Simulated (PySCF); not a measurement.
Computed IR spectrum (relative IR intensity) of a molecule CH₆ClNOSi₂. Geometry: PBE0-D3(BJ)/def2-SVP. One conformer was computed; it need not be the lowest. Calculation: PBE0-D3(BJ)/def2-SVP run with PySCF. Frequencies are harmonic and unscaled.

Lines under 2 % of the strongest are left out, and lines within 2 cm⁻¹ are merged.

ν (cm⁻¹): 163 (m), 194 (w), 239 (m), 273 (m), 391 (w), 405 (m), 452 (w), 467 (vw), 570 (vs), 660 (m), 705 (w), 750 (s), 779 (m), 812 (s), 834 (s), 931 (m), 996 (s), 1085 (w), 1169 (w), 1337 (w), 2185 (vs), 2200 (s), 3022 (m), 3077 (w), 3637 (w), 3928 (s) (against the strongest line: vs over 80 %, s over 45 %, m over 15 %, w over 4 %, vw less)

Problem. Pick the molecule that these values belong to.
(A) O[SiH2]/N=C/[SiH2]Cl
(B) O[Si@@]1(Cl)C[SiH2]N1
(C) O[Si@@]1(Cl)CN[SiH2]1
(D) N[Si@@H]1CO[Si@@H]1Cl

Solution. C, O[Si@@]1(Cl)CN[SiH2]1
